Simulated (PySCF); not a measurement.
Identify the unknown among the candidates.

All candidates are C7H10NP.

* Dipole: 3.99 D [PBE0/pcSseg-1]
* 1H NMR: chemical shifts (computed TMS as zero) by class: 7.10 (1 H), 7.01 (1 H), 3.88 (3 H), 1.70 (1 H), 1.33 (2 H), 0.79 (2 H) ppm [GIAO PBE0/pcSseg-1]
* 13C NMR: chemical shifts (computed TMS as zero) by class: 185.9 (1 C), 133.1 (1 C), 132.3 (1 C), 36.8 (1 C), 22.1 (2 C), 14.8 (1 C) ppm [GIAO PBE0/pcSseg-1]
* Rotational structure: rotational constants A, B, C: 2.198, 1.295, 0.875 GHz [GFN2-xTB]
* NMR, other nuclei: isotropic shieldings of nuclei other than C and H, by class: 74 (1 N), 219 (1 P) ppm [GIAO PBE0/pcSseg-1]

Electronic properties: PySCF, gas phase, density fitting. Levels stand in brackets. The structure is a single GFN2-xTB conformer in the gas phase; no vibrational or solvent corrections. NMR classes are plain means over equivalent atoms (diastereotopic ones count apart unless rotation or inversion swaps them), as if these changed places fast.

Question: Which candidate is it?
A. `CC(C)c1cnccp1`
B. `Cn1ccpc1C1CC1`
C. `C#C[P@]1(=N)C[C@H](C=C)C1`

Answer: B. It is `Cn1ccpc1C1CC1`. Numbering: `[CH3:1][n:2]1[cH:3][cH:4][p:5][c:6]1[CH:7]1[CH2:8][CH2:9]1`. 7 carbons fall into 6 classes; from least to most shielded: substituted aromatic carbon [C6] (185.9 ppm), aromatic CH next to a ring nitrogen [C3] (133.1 ppm), aromatic CH carbon [C4] (132.3 ppm), N-methyl carbon [C1] (36.8 ppm), three-membered-ring carbon [C8/C9] (22.1 ppm, 2 C, up to 2.9 ppm apart in this geometry), benzylic-type carbon [C7] (14.8 ppm). Hydrogen classes from least to most shielded: 1 H on an aromatic CH carbon, C4 (7.10 ppm), 1 H on an aromatic CH next to a ring nitrogen, C3 (7.01 ppm), 3 H on an N-methyl carbon, C1 (3.88 ppm), 1 H on a benzylic-type carbon, C7 (1.70 ppm), 2 H on 2 three-membered-ring carbons, C8/C9 (1.33 ppm), 2 H on 2 three-membered-ring carbons, C8/C9 (0.79 ppm). The other shieldings belong to: 74 ppm, pyrrole-type nitrogen [N2]; 219 ppm, phosphorus bonded to 2 C [P5]. By its constants the optimised geometry is an asymmetric top.

The others, at the same levels:
- `CC(C)c1cnccp1` fails: its computed 13C shifts are 184.2 (1 C), 157.7 (1 C), 155.1 (1 C), 155.0 (1 C), 41.7 (1 C), 27.7 (2 C) ppm, 1H shifts are 9.44 (1 H), 9.30 (1 H), 8.81 (1 H), 3.24 (1 H), 1.45 (6 H) ppm and rotational constant A is 2.511 GHz (against 2.198 GHz).
- `C#C[P@]1(=N)C[C@H](C=C)C1` fails: its computed 13C shifts are 153.2 (1 C), 118.4 (1 C), 94.3 (1 C), 87.2 (1 C), 55.8 (2 C), 31.1 (1 C) ppm, 1H shifts are 6.84 (1 H), 5.22 (1 H), 5.18 (1 H), 2.92 (2 H), 2.67 (2 H), 2.55 (1 H), 2.22 (1 H), 1.82 (1 H) ppm and smallest rotational constant is 0.830 GHz (against 0.875 GHz).

Each candidate is one conformer, not necessarily the lowest. Dipoles, sizes and rotational constants follow the conformer. The torsions of the flexible species, by atom-mapped SMILES:
- `[CH3:1][n:2]1[cH:3][cH:4][p:5][c:6]1[CH:7]1[CH2:8][CH2:9]1`: P5–C6–C7–C8 -39°
- `[CH3:1][CH:2]([CH3:3])[c:4]1[cH:5][n:6][cH:7][cH:8][p:9]1`: C1–C2–C4–C5 -62°
- `[CH:1]#[C:2][P@:3]1(=[NH:4])[CH2:5][C@H:6]([CH:7]=[CH2:8])[CH2:9]1`: C5–C6–C7–C8 129°
